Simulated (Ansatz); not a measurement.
Cost and result for the atomization energy of `[OH][Sn]([F])[Br]` radical (5 atoms, 4 bonds).

The species carries charge 0 and has multiplicity 2. Correlated methods include outer-core shells of Br, Sn, which these sets cover unevenly. Scalar relativity is left out up to krypton. Sn: def2 effective core potential. The geometry is a stationary point of PBE0-D4/def2-TZVP. It is one conformer, not always the lowest. Program: Ansatz. Hardware: A = 2 threads of an AMD EPYC 7R13 on a shared host; B = 2 threads of an AMD EPYC 7R13 on a shared host and a share of an NVIDIA H100 80 GB. Times are those of one run each, without the atoms' runs, and a repeat can differ threefold. Electronic energies, without spin–orbit coupling; frozen cores. CCSD(T)/CBS adds CCSD(T) − MP2 in def2-TZVPP to the MP2 limit, and its time is that of the two runs behind it. T1 = 0.016; ⟨S²⟩ of the reference is 0.76. With those shells the extrapolation isn't a true limit. B3LYP takes the VWN-RPA correlation (the form of Gaussian; ORCA's B3LYP/G).

CCSD(T)/CBS is a level of theory with its own doubt, some kJ/mol a heavy atom from the limit and from the frozen cores, so smaller differences don't rank the functionals.

```tsv
level	functions	wall time	atomization (kJ/mol)	difference from CCSD(T)/CBS	per bond
MP2/def2-QZVPP [B]	315	4 s	1540.8	30.9	7.7
CCSD(T)/def2-TZVPP [B]	174	4.8 s	1428.8	-81.1	-20.3
PBE-D4/def2-TZVPP (with forces) [A]	174	4.9 s	1548.6	38.7	9.7
PBE0-D4/def2-TZVPP [A]	174	7 s	1466.5	-43.4	-10.8
r2SCAN-D4/def2-TZVPP (with forces) [A]	174	8 s	1509.4	-0.5	-0.1
CCSD(T)/CBS(def2)	–	8.8 s	1509.9	0.0	0.0
B3LYP-D4/def2-TZVPP (with forces) [A]	174	9 s	1471.0	-38.9	-9.7
B2PLYP/def2-TZVPP [A]	174	10 s	1458.2	-51.7	-12.9
ωB97X-V/def2-TZVPP [A]	174	15 s	1490.1	-19.8	-4.9
ωB97M-V/def2-TZVPP (with forces) [A]	174	18 s	1474.6	-35.3	-8.8
```

In def2-TZVPP, CCSD(T) changes the Hartree–Fock value by +500.8 kJ/mol (the triples alone add +43.6 kJ/mol) and MP2 by +562.7 kJ/mol; breaking electron pairs costs correlation energy, which Hartree–Fock lacks. From PBE to PBE0 (25 % exact exchange), in def2-TZVPP and without D4, the atomization energy moves by −80.3 kJ/mol: exact exchange takes away binding that semilocal exchange gives to molecules. The D4 term adds +19.6 kJ/mol with B3LYP and +10.2 kJ/mol with PBE0; it sums over pairs of atoms, weighted by their polarisabilities, and B3LYP, whose exchange is more repulsive, gets the larger term.

Spin–orbit coupling would lower the free Sn atoms strongly, and the atomization energy with them, by more than many differences here. For some Ge, Se and Sn compounds the MP2-based and the directly extrapolated limit differ by 10 to 25 kJ/mol.
